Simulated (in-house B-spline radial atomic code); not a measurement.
Settings and results of a run for Br IX (Br8+) (an excited or competing configuration). Computed with an all-electron radial atomic-structure program (B-spline basis): non-relativistic TPSSh, spin-polarised, spherical fractional occupations, point nucleus.

Command:
```bash
python run_scf.py task.json out
```
Settings:
```
Z                35
configuration    [Ar] 3d8 4s1
hamiltonian      nr
method           tpssh
spin_polarised   True
```

Output (hartree, bohr):
```
 radial grid: 46 intervals, B-splines of order 8, outer radius 11.954 bohr

 iter        energy (Eh)    residual
    1       -2550.447073    5.37e-02
    2       -2550.449622    2.26e-03
    3       -2550.449660    6.44e-04
    4       -2550.449662    2.41e-04
    5       -2550.449662    4.11e-05
    6       -2550.449662    1.64e-05
    7       -2550.449662    8.50e-07
    8       -2550.449662    5.57e-08

 total energy                     -2550.44966
 kinetic                            2549.2172
 electron-nucleus                  -5933.7828
 Hartree                             919.9610
 exact exchange                       -8.3694
 exchange-correlation                -77.4758

 orbital      occ     eigenvalue          <r>       <r^2>       <1/r>     <1/r^2>     <1/r^3>       r_max
 1s up      1.000      -488.8571    0.0436654  0.00255319     34.5084     2393.08           -     0.02885
 1s down    1.000      -488.8491    0.0436657  0.00255321     34.5081     2393.04           -     0.02885
 2s up      1.000       -68.6297     0.193412   0.0440272     7.65783     239.089           -      0.1628
 2s down    1.000       -68.5363     0.193261   0.0439539     7.66425     239.469           -      0.1627
 2p up      3.000       -62.4103     0.167093   0.0340998     7.62615     79.2124     1264.04      0.1291
 2p down    3.000       -62.3336     0.166925    0.034024     7.63214     79.3205     1266.25       0.129
 3s up      1.000       -14.5504     0.547968    0.343796     2.59386     41.2493           -      0.4873
 3s down    1.000       -14.3864     0.549071    0.345069       2.585     40.9088           -      0.4879
 3p up      3.000       -12.3523      0.54952    0.351278     2.49219     13.3681      194.18      0.4776
 3p down    3.000       -12.1821     0.550717    0.352667     2.48382     13.2685     192.444      0.4784
 3d up      5.000        -8.4799     0.540853    0.352779     2.28935     6.70871     26.3266      0.4167
 3d down    3.000        -8.2546     0.543834    0.356872     2.27904     6.65746     26.0814      0.4184
 4s up      1.000        -5.0295       1.3142     1.93523     1.03242     8.43865           -       1.228
```

Time taken, with all properties: 0.26 s on 1 thread of Arm Neoverse N1, with other jobs on the host.

Caution: exact exchange at fractional occupations of open shells leaves self-interaction of up to several eV.
